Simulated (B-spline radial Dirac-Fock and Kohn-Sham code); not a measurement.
As³⁺: input and output of one calculation

ΔSCF core binding energies without Breit or QED terms, calculated with a radial B-spline solver. Keys: rel is the Hamiltonian (dirac, or spin-free x2c and nr, where L3 and M5 stand for the whole 2p and 3d shells), method is hf or an exchange,correlation pair (spin-unpolarised, also for the hole states), nuc the nuclear model, radius_factor scales its radius, rmax is the box in bohr, h the logarithmic mesh step, order the B-spline order, points the quadrature points per cell, c_factor scales the speed of light, and damp, ndamp, maxit and tol steer the iteration. The run stops when the commutator error falls below 10·tol·max(1, Z/10), or the numerical noise floor, and the energy has settled to about 1e-8 Ha; the virial ratio is −V/T.

Input (task.json):

```json
{"items": [{"Z": 33, "q": 3, "cfg": [[1, 0, 2], [2, 0, 2], [2, 1, 6], [3, 0, 2], [3, 1, 6], [3, 2, 10], [4, 0, 2]], "A": 75, "rrms": 4.0968, "do": "settings", "holes": ["K", "L3", "M5"],
  "settings": [{"rel": "dirac", "method": "hf", "nuc": "fermi", "radius_factor": 1.0, "rmax": 45.0, "h": 0.5, "order": 8, "points": 10, "c_factor": 1.0, "maxit": 60, "damp": 0.5, "ndamp": 3, "tol": 1e-08}]}]}
```

Command: `python xray2_run.py task.json out`

Ground-state iterations:

```
iter   energy (Ha)        error
   1    -2255.31125915  1.86e+00
   2    -2256.57919414  5.08e-01
   3    -2257.45717255  8.01e-02
   4    -2257.48397788  1.24e-02
   5    -2257.48455366  8.71e-03
   6    -2257.48484743  1.08e-03
   7    -2257.48485247  1.48e-04
   8    -2257.48485256  5.15e-06
   9    -2257.48485256  1.46e-06
  10    -2257.48485256  6.75e-08
```

The ground state converged in 10 iterations, with total energy -2257.48485 Ha, virial ratio 1.97748 and highest orbital energy -48.10 eV. ΔSCF binding energies: K (1s) 11938.1 eV, L3 (2p3/2) 1371.7 eV, M5 (3d5/2) 85.57 eV.
